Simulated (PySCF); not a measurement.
## Calculated data, H₂O₂Si₂, C₂H₇NSi, CH₅AlBO, AlBClH₄Si and others

Computed with PySCF 2.14.0. Calculation on a computer-drawn molecule: the log of a Hartree-Fock and frozen-core CCSD(T) single point meant for a local Hartree-Fock minimum, with one planted fault or none, to be diagnosed. Offsets are logged minus clean, where the clean run is the same molecule without the fault. The reference is restricted for singlets and unrestricted otherwise, and also for a bond in bohr or an excited solution. Adding or removing an electron swaps singlet and doublet. The excited solution moves the top pair (singlet) or top alpha electron (doublet) to the lowest empty orbital. Highest occupied and lowest empty are orbital energies over both spins, largest force is the largest gradient component, triples share is (T) over the correlation energy, the T1 limit is 0.02 restricted and 0.045 unrestricted, electrons count all cores, a negative frequency is imaginary (commonest isotopes), and the dipole is about the centre of nuclear charge.

Common to all runs: meant charge 0; meant basis cc-pV(D+d)Z; logged SCF converged yes; logged CC converged yes; logged SCF stable within its kind yes; possible faults no fault, one electron removed, one electron added, multiplicity raised by two, geometry at a saddle point, SCF held on an excited solution, minimal basis STO-3G, one bond length entered in bohr, all coordinates scaled.

(1) 
```xyz
6
formula=H2O2Si2 meant_multiplicity=1 logged_electrons=45 logged_basis_functions=84 logged_spin_squared=0.8249 logged_highest_occupied=-16.613 logged_lowest_empty=-7.2551 logged_largest_force=0.045481 logged_T1_diagnostic=0.040137 logged_D1_diagnostic=0.1834 logged_triples_share=0.037896 logged_dipole_magnitude=5.3154 logged_energy_HF=-728.44571 logged_energy_CCSD(T)=-729.02743 planted_fault=one_electron_removed HF_energy_offset_from_clean_run=186.9 CCSD(T)_energy_offset_from_clean_run=194.1
O     -0.0647    -1.4981    -1.0241
Si     0.8796    -0.6009    -0.2715
Si     0.2340     1.3243     1.1549
O      1.7671     1.7468     1.5861
H      2.3653    -0.8139    -0.3296
H      2.5577     1.3061     1.3050
```

Units: logged_highest_occupied, logged_lowest_empty in eV; logged_largest_force in hartree/bohr; logged_dipole_magnitude in debye; logged_energy_HF, logged_energy_CCSD(T) in hartree; HF_energy_offset_from_clean_run, CCSD(T)_energy_offset_from_clean_run in kcal/mol.

Drawn bonds:
```
atom  other atom  order
   1           2      2
   2           3      1
   3           4      1
   2           5      1
   4           6      1
```

(2) 
```xyz
11
formula=C2H7NSi meant_multiplicity=1 logged_electrons=40 logged_basis_functions=31 logged_spin_squared=0 logged_highest_occupied=-5.9909 logged_lowest_empty=7.2105 logged_largest_force=0.025203 logged_T1_diagnostic=0.018928 logged_D1_diagnostic=0.089607 logged_triples_share=0.017601 logged_dipole_magnitude=0.61824 logged_energy_HF=-418.19711 logged_energy_CCSD(T)=-418.44928 planted_fault=minimal_basis_STO-3G HF_energy_offset_from_clean_run=3120 CCSD(T)_energy_offset_from_clean_run=3354
C      0.4655    -1.4177    -0.7540
N      1.4146    -0.3553    -0.4657
C      1.2664     0.1548     0.8892
Si     2.6033     0.2995    -1.5050
H      0.6009    -2.2571    -0.0638
H      0.5961    -1.7806    -1.7694
H     -0.5635    -1.0600    -0.6415
H      1.9878     0.9484     1.0793
H      0.2617     0.5598     1.0474
H      1.4273    -0.6386     1.6261
H      2.2948    -0.5807    -2.7060
```

Units: logged_highest_occupied, logged_lowest_empty in eV; logged_largest_force in hartree/bohr; logged_dipole_magnitude in debye; logged_energy_HF, logged_energy_CCSD(T) in hartree; HF_energy_offset_from_clean_run, CCSD(T)_energy_offset_from_clean_run in kcal/mol.

Drawn bonds:
```
atom  other atom  order
   1           2      1
   2           3      1
   2           4      1
   1           5      1
   1           6      1
   1           7      1
   3           8      1
   3           9      1
   3          10      1
   4          11      1
```

(3) 
```xyz
9
formula=CH5AlBO meant_multiplicity=2 logged_electrons=37 logged_basis_functions=90 logged_spin_squared=0.7543 logged_highest_occupied=-8.51 logged_lowest_empty=1.6877 logged_largest_force=1.805e-05 logged_lowest_frequency=29.436 logged_T1_diagnostic=0.014771 logged_D1_diagnostic=0.041727 logged_triples_share=0.025033 logged_dipole_magnitude=1.9636 logged_energy_HF=-382.24724 logged_energy_CCSD(T)=-382.75724 planted_fault=no_fault HF_energy_offset_from_clean_run=0 CCSD(T)_energy_offset_from_clean_run=0
B     -2.3773    -0.1186    -0.8156
C     -1.3233     0.4326     0.1443
Al     0.2893    -0.6990     0.0035
O      1.1410    -0.6624    -1.4538
H     -2.5497     0.1631    -1.9683
H     -1.5948     0.3711     1.2027
H     -0.9753     1.4436    -0.1102
H      0.8199    -1.5654     1.2090
H      1.9357    -1.1098    -1.6908
```

Units: logged_highest_occupied, logged_lowest_empty in eV; logged_largest_force in hartree/bohr; logged_lowest_frequency in cm⁻¹; logged_dipole_magnitude in debye; logged_energy_HF, logged_energy_CCSD(T) in hartree; HF_energy_offset_from_clean_run, CCSD(T)_energy_offset_from_clean_run in kcal/mol.

Drawn bonds:
```
atom  other atom  order
   1           2      1
   2           3      1
   3           4      1
   1           5      1
   2           6      1
   2           7      1
   3           8      1
   4           9      1
```

(4) 
```xyz
8
formula=AlBClH4Si meant_multiplicity=2 logged_electrons=53 logged_basis_functions=103 logged_spin_squared=0.7623 logged_highest_occupied=-8.4174 logged_lowest_empty=0.18393 logged_largest_force=1.143e-05 logged_lowest_frequency=59.346 logged_T1_diagnostic=0.016711 logged_D1_diagnostic=0.064425 logged_triples_share=0.028273 logged_dipole_magnitude=1.7395 logged_energy_HF=-1017.34733 logged_energy_CCSD(T)=-1017.7852 planted_fault=no_fault HF_energy_offset_from_clean_run=0 CCSD(T)_energy_offset_from_clean_run=0
Al    -2.7328    -2.1926     0.6326
B     -3.2943    -0.1320     0.5468
Si    -2.1033     1.3202     0.9326
Cl    -0.1314     1.0085     1.4743
H     -2.1663    -2.9372    -0.6477
H     -2.8916    -3.0259     1.9725
H     -4.4007     0.2381     0.2494
H     -2.3209     2.7749     0.9196
```

Units: logged_highest_occupied, logged_lowest_empty in eV; logged_largest_force in hartree/bohr; logged_lowest_frequency in cm⁻¹; logged_dipole_magnitude in debye; logged_energy_HF, logged_energy_CCSD(T) in hartree; HF_energy_offset_from_clean_run, CCSD(T)_energy_offset_from_clean_run in kcal/mol.

Drawn bonds:
```
atom  other atom  order
   1           2      1
   2           3      1
   3           4      1
   1           5      1
   1           6      1
   2           7      1
   3           8      1
```

(5) 
```xyz
11
formula=CH7BOSi meant_multiplicity=1 logged_electrons=41 logged_basis_functions=100 logged_spin_squared=0.7611 logged_highest_occupied=0.41131 logged_lowest_empty=7.9078 logged_largest_force=0.033699 logged_T1_diagnostic=0.01216 logged_D1_diagnostic=0.036051 logged_triples_share=0.02486 logged_dipole_magnitude=8.8945 logged_energy_HF=-430.38114 logged_energy_CCSD(T)=-430.98001
B     -1.9658    -1.4977     2.3046
C     -0.6066    -1.0050     2.9223
O      0.5548    -1.6736     2.4759
Si     1.5658    -1.2140     1.2669
H     -2.0168    -2.3634     1.4783
H     -2.9775    -0.9790     2.6930
H     -0.5229     0.0841     2.7846
H     -0.6694    -1.1377     4.0098
H      2.1426     0.1229     1.5486
H      2.6364    -2.2234     1.1846
H      0.8484    -1.1310    -0.0286
```

Units: logged_highest_occupied, logged_lowest_empty in eV; logged_largest_force in hartree/bohr; logged_dipole_magnitude in debye; logged_energy_HF, logged_energy_CCSD(T) in hartree.

Drawn bonds:
```
atom  other atom  order
   1           2      1
   2           3      1
   3           4      1
   1           5      1
   1           6      1
   2           7      1
   2           8      1
   4           9      1
   4          10      1
   4          11      1
```

Notes: highest electron not bound in this basis.

(6) 
```xyz
7
formula=CH3BClN meant_multiplicity=1 logged_electrons=38 logged_basis_functions=80 logged_spin_squared=0 logged_highest_occupied=-10.642 logged_lowest_empty=4.6278 logged_largest_force=0.03568 logged_T1_diagnostic=0.013565 logged_D1_diagnostic=0.039935 logged_triples_share=0.033182 logged_dipole_magnitude=1.008 logged_energy_HF=-578.29459 logged_energy_CCSD(T)=-578.87447
C     -2.6744    -0.3684     2.2424
N     -2.7585    -1.6694     2.8958
B     -2.8310    -2.7943     3.4607
Cl    -2.9327    -4.3707     4.2524
H     -3.5513    -0.2080     1.5537
H     -1.7314    -0.2864     1.6318
H     -2.6713     0.4628     3.0027
```

Units: logged_highest_occupied, logged_lowest_empty in eV; logged_largest_force in hartree/bohr; logged_dipole_magnitude in debye; logged_energy_HF, logged_energy_CCSD(T) in hartree.

Drawn bonds:
```
atom  other atom  order
   1           2      1
   2           3      2
   3           4      1
   1           5      1
   1           6      1
   1           7      1
```

Q: CH₇BOSi (entry 5): planted fault?
A: one electron added

Q: Which fault was planted in the run of CH₃BClN (entry 6)?
A: all coordinates scaled, by +3.2 %

Further results for CH₇BOSi (entry 5):

| Item | Value |
| --- | --- |
| HF energy offset from clean run | 31.85 kcal/mol |
| CCSD(T) energy offset from clean run | 18.66 kcal/mol |

Further results for CH₃BClN (entry 6):

| Item | Value |
| --- | --- |
| HF energy offset from clean run | 5.147 kcal/mol |
| CCSD(T) energy offset from clean run | 0.4356 kcal/mol |
